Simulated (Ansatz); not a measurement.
System: sum formula SiN$_{3}$H$_{6}$Cl (charge 0, singlet). 
Structure (B3LYP-D3(BJ)/def2-TZVP (Ansatz, a quantum-chemistry and plane-wave program) minimum search):
SMILES: Cl[Si](N)(N)N
```xyz
11

Si    -0.0735     0.1897    -0.2931
Cl     0.3676    -0.9152     1.4224
N      1.0682    -0.3919    -1.4227
N     -0.0881     1.7972     0.2846
N     -1.5899    -0.0388    -1.0271
H      1.9697    -0.7243    -1.1234
H      1.0829    -0.0453    -2.3686
H     -0.2968     2.5665    -0.3315
H      0.4913     2.0743     1.0594
H     -1.7779    -0.8763    -1.5539
H     -2.4211     0.3414    -0.6042
```

Total electronic energies in hartree. Correlated levels leave the core frozen unless marked. No spin-orbit coupling. No relativistic terms. Basis-set limits of correlation are two-point, X^-3; Hartree-Fock from the larger set.

```
level                                                program  energy (Eh)
--------------------------------------------  --------------  -----------
HF/aug-cc-pV(D+d)Z                                    Ansatz   -915.48648
PBE/def2-TZVPD                                        Ansatz   -917.28583
r2SCAN0/def2-TZVPD                                    Ansatz   -917.65554
HSE06-D3(BJ)/def2-TZVPD                       Ansatz + dftd3   -917.34850
HSE06/def2-TZVPD                                      Ansatz   -917.34164
wB97M-V/def2-TZVPD                                    Ansatz   -917.72575
MP2/6-31G                                             Ansatz   -915.66515
RI-MP2/CBS(cc-pV(T+d)Z,cc-pV(Q+d)Z)                   Ansatz    -916.6613
CCSD(T)/CBS(aug-cc-pV(T+d)Z,aug-cc-pV(Q+d)Z)          Ansatz    -916.7354
```

Totals of different functionals don't rank their quality; only differences between species are comparable.
